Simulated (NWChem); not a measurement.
System: C2H5FSi; SMILES [SiH3]/C=C\F

Program: NWChem. Pople sets run with spherical d functions. Geometry: optimised at PBE0/def2-SVP.

### Question
What does the run give for TPSS/6-31G*? Quantities: highest occupied level (eV); orbital gap (eV); dipole (D).

### Answer
* **highest occupied level (eV)**: -6.27
* **orbital gap (eV)**: 5.35
* **dipole (D)**: 1.51
